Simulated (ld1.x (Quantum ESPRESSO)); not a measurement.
**Varying the TM potential for Ta (Z = 73)**

Base potential:

```json
{"Element": "Ta", "Generator": "ld1.x (Quantum ESPRESSO) 7.5", "Type": "norm-conserving Troullier–Martins (Kleinman–Bylander form)", "Functional": "LDA (PZ)", "Relativity": "fully relativistic", "Frozen core": "[Xe] 4f14", "Valence charge": "5", "Reference configuration": "5d3 6s1.75 6p0.25", "Partial waves": "6p (bound): rc 4.00 bohr; 5d (bound): rc 2.25 bohr; 6s (bound): rc 2.35 bohr", "Local potential": "the s channel", "Core correction": "none"}
```

Open shells are filled in proportion to 2j + 1 (rel_dist='average').

Cutoffs, loose and tight: the cutoffs (Ry, on a coarse ladder) from which the occupation-weighted sum of valence levels, in a spherical-Bessel basis at the reference potential, stays within 10 and 1 mRy of its value at 400 Ry. They do not see the model core or the augmentation charge, which bear on the density cutoff. Test errors are all-electron minus pseudo excitation energies from the reference, over the configurations 5d3 6s2 6p0; 5d3 6s1 6p0; 5d3 6s0 6p0; 5d2 6s0 6p0; 5d3 6s1.5 6p0; 5d3 6s1 6p1; 5d4 6s1 6p0. A dash means not determined; rows that change the core or the reference have their own tests.

Cutoffs are not given where the Bessel-basis levels miss the radial ones by over 6 mRy, ghosts where they miss by over 20 mRy; a channel whose overlap is not positive is not tested.

| change | outcome | cutoff, loose | cutoff, tight | bound ghosts | largest test error (meV) |
| --- | --- | --- | --- | --- | --- |
| base | generated | 30 Ry | 35 Ry | none | +120 |
| wave 6p (bound): rc 4.00 bohr becomes 6p (bound): rc 2.98 bohr | generated | 30 Ry | 35 Ry | none | +120 |
| all radii scaled by about 1.13 (s 2.66, p 4.54, d 2.56 bohr) | generated | 25 Ry | 30 Ry | none | +121 |
| scalar-relativistic | generated | 30 Ry | 35 Ry | none | +110 |

Task: What comes out with this change to the base: core [Kr] 4d10, valence charge 27; reference 4f13 5s2 5p6 5d4 6s2 6p0; waves now 5s (bound): rc 1.20 bohr; 5p (bound): rc 1.25 bohr; 5d (bound): rc 2.30 bohr; 4f (bound): rc 0.85 bohr; local potential all-electron potential smoothed inside 1.55 bohr (lloc = -1)?

Result: outcome: generated; bound ghosts: not determined; largest test error (meV): -574 over the solved tests; 4 of 7 tests not solved or not reliable.

Task: What comes out with this change to the base: reference 5d3 6s1 6p0?

Result: outcome: generated; cutoff, loose: 30 Ry; cutoff, tight: 35 Ry; bound ghosts: none; largest test error (meV): +406.
